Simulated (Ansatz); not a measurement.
Frontier orbitals of FH5HfN2O, SMILES `[NH2][Hf]([NH2])([OH])[F]`.

Cartesian coordinates in Å:
```
N -1.685 0.633 -0.210
Hf -0.033 -0.549 -0.103
N 1.552 0.638 -0.588
O 0.057 -1.215 1.710
F -0.049 -1.996 -1.376
H -2.279 0.877 0.570
H -2.109 0.979 -1.059
H 1.549 1.647 -0.580
H 2.461 0.318 -0.890
H 0.536 -1.331 2.525
```

The species carries charge 0 and has multiplicity 1. Correlated methods include outer-core shells of Hf, which these sets cover unevenly. Hf takes the def2 core potential. The geometry is a stationary point of PBE0-D4/def2-TZVP. It is one conformer, not always the lowest. Basis def2-TZVPP, Ansatz 0.2.0.

Orbital energies of one run (eV). Highest occupied ones, from the top: -5.64, -5.99, -7.45, -7.58, -8.52, -8.73, -9.08, -9.18, -9.55, -11.31, -11.45, -11.89, -19.78, -19.94. Empty: -0.83, -0.49, 0.04, 0.43, 0.56, 0.69.

Task: Which functional gave them?
A. LC-ωPBE
B. ωB97X-V
C. r2SCANh
D. BLYP

Result: D. HOMO energies: BLYP -5.64, ωB97X-V -9.65, LC-ωPBE -10.04, r2SCANh -6.59 eV.

LC-ωPBE has ω = 0.4 bohr⁻¹.
